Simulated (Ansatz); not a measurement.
Two isomers of C2H6GeO: A = `[CH3][GeH]1[CH2][O]1`, B = `C[C](=O)[GeH3]`.

Calculated with Ansatz (gas phase, PBE0-D4/def2-TZVP geometries, no zero-point term in ΔE). CBS: MP2 limit from def2 TZ/QZ plus the TZ coupled-cluster correction, frozen cores. DFT in def2-TZVPP. B3LYP here is the variant with VWN-RPA as its local correlation; programs differ in this. For Ge outer-core shells are correlated without core-valence functions, which leaves a few kJ/mol of doubt a bond. Scalar relativity is left out up to krypton.

Task: Which isomer does CCSD(T)/CBS put lower? Give the gap. (Estimate.)

Result: Ansatz gave: B, by 5.1 kcal/mol.

Task: Give E(B) − E(A) in kcal/mol with LDA (SPW92), CCSD(T)/def2-SVP, ωB97M-V, B3LYP-D4, B3LYP, HF/def2-TZVPP, B2PLYP. (Estimate.)

Result: Computed: LDA (SPW92) -5.0, CCSD(T)/def2-SVP -15.5, ωB97M-V -7.7, B3LYP-D4 -10.1, B3LYP -9.9, HF/def2-TZVPP -16.3, B2PLYP -7.9. None reverses the order clearly.

Task: Does the order hold for the free energy at 298.15 K (harmonic terms from PBE0-D4)? (Best estimate.)

Result: Computed: Yes: G(B) − G(A) = -9.8 kcal/mol. Modes under 60 cm⁻¹, often nearly free rotors, make the harmonic entropy too high.

Largest T1 diagnostic: 0.014.

Leaving LDA and LC-ωPBE aside and taking each functional with its dispersion term where it has one, the values, not all of them listed here, spread over 5.4 kcal/mol, from BLYP-D4 to PBE-QIDH. LDA lies +1.8 kcal/mol from PBE without D4. At CCSD(T), def2-SVP lies −10.4 kcal/mol from the extrapolated value and def2-TZVPP −1.6 kcal/mol.
